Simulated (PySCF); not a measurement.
Te(OH)(NMe2) (C2H7NOTe), SMILES CN(C)[Te]O. Coordinates come from a PBE-D3(BJ)/def2-SVP optimisation. This is a generated structure with no PubChem entry under its InChIKey; it may be hypothetical. The def2 effective core potentials stand for the cores of Te; spin–orbit coupling is left out. The values are those of a single conformer.

Computed equilibrium geometry at PBE-D3(BJ)/def2-SVP (PySCF confirms it by a frequency run) as a Z-matrix (one conformer of several):
```
N
C 1 1.4538
H 2 1.1066 1 110.37
H 2 1.1143 3 108.16 1 119.95
H 2 1.1177 3 108.34 4 115.79
C 1 1.4549 2 113.87 3 176.80
H 6 1.1062 1 110.34 2 -177.22
H 6 1.1142 7 108.34 1 -119.99
H 6 1.1169 7 108.12 8 -116.08
Te 1 2.0362 2 119.92 3 -32.14
O 10 2.0535 1 105.58 2 -75.82
H 11 0.9787 10 104.51 1 87.58
```
